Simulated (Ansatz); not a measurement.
Cartesian coordinates in Å:
```
O 0.887 -1.016 0.425
Ga -0.360 0.200 0.153
F -1.556 0.378 1.396
Br -0.492 1.513 -1.679
H 1.521 -1.076 -0.294
```

Total charge 0; spin multiplicity 1.

(1) List the B3LYP/def2-TZVPP orbital energies in eV (Ansatz). (Best estimate.)

Results:

(1) Computed: Occupied: -13139.72, -10139.20, -1701.37, -1533.07, -1533.01, -1533.01, -1250.86, -1108.14, -1108.02, -1107.98, -670.95, -521.21, -237.14, -178.01, -177.83, -177.81, -151.11, -104.58, -104.35, -104.26, -72.30, -72.25, -72.23, -72.08, -72.08, -31.44, -27.75, -24.43, -24.30, -24.24, -24.05, -23.88, -21.41, -14.48, -12.66, -11.35, -11.24, -11.06, -9.78, -9.64, -8.92, -8.80. Lowest empty: -2.10, -1.09, 0.60, 1.67, 2.30, 3.46, 4.78, 4.78.

B3LYP here is the variant with VWN-RPA as its local correlation; programs differ in this.
